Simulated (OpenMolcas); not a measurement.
# Ga2+: effect of the active space

```yaml
Program: OpenMolcas 26.06
Method: SS-CASPT2, IPEA 0.25 Eh, imaginary shift 0.1 Eh
Basis: ANO-R2
Scalar_Hamiltonian: X2C, finite nucleus
Spin-orbit_coupling: state interaction with AMFI integrals over the reference wave functions, term energies averaged over their components
```

A. 1 electron in 4 orbitals (4s 4p); 2S+1 = 2 even, 1 root; 2S+1 = 2 odd, 3 roots; closed shells correlated: 3d; CASPT2 step roughly 1 core-seconds
B. 1 electron in 8 orbitals (4s 4p 5s 5p); 2S+1 = 2 even, 1 root; 2S+1 = 2 odd, 3 roots; closed shells correlated: 3d; CASPT2 step roughly 1.5 core-seconds

Energies in eV above 4s 2S 1/2, the measured ground level; measured values from Shirai, Reader, Kramida and Sugar, J. Phys. Chem. Ref. Data 36, 509 (2007).

```csv
Level,A,B,Measured
4s 2S 1/2,0.0000,0.0000,0.0000
4p 2P* 1/2,8.061,8.060,8.0800
4p 2P* 3/2,8.228,8.227,8.2930
```

Deviations, from unrounded energies. A percentage is the sum of absolute deviations over the sum of measured energies, with the sign that they share, or ± where signs differ.

| Against measurement | Levels | A | B |
| --- | --- | --- | --- |
| mean absolute deviation (cm-1) | 2 | 340 | 350 |
| other configurations (%) | 2 | -0.5 | -0.5 |

A, B lie about equally close to measurement. The largest miss of A in the table is 4p 2P* 3/2, by -520 cm-1. The ranking rests on the paired levels alone, and a cruder setting can come out closer through cancelling errors.

Between A and B the level of the table that moves most is 4p 2P* 1/2, by 8.3 cm-1 (lowest in B, highest in A).

With one active electron, CASPT2 adds the correlation within the correlated inactive shells and between them and that electron, and leaves the splitting within a term as the reference gives it. With one active electron outside closed inactive shells, the extra shells (5p 5s) add no correlation to the reference (holds for B). Computed and measured levels are paired by configuration, term and J; levels that our copy of the source lacks, or whose pairing is in doubt (as where it misses far off the trend of its configuration), stay unpaired and out of the deviations. Levels of configurations outside the active space are missing.

* marks odd parity.
